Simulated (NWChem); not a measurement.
# PbCl cation, singlet; SMILES [Cl][Pb+]

Results from NWChem. Low-valent species are run as closed-shell singlets; no triplet was tried in these runs. All runs use the structure optimised with PBE0/def2-SVP. def2 effective core potentials on Pb; no spin-orbit coupling. Vertical excitations in the gas phase; the lowest state need not have the same character in each row.

Task: Order these by “lowest excitation, singlet (eV)”, lowest first: PBE/def2-SVPD, TDA; B3LYP/def2-SVPD, TDA; LRC-wPBEh/def2-SVPD, TDA; CAM-B3LYP/def2-SVPD, TDA.

Result: PBE/def2-SVPD, TDA (3.74), B3LYP/def2-SVPD, TDA (3.96), CAM-B3LYP/def2-SVPD, TDA (4.32), LRC-wPBEh/def2-SVPD, TDA (4.46)
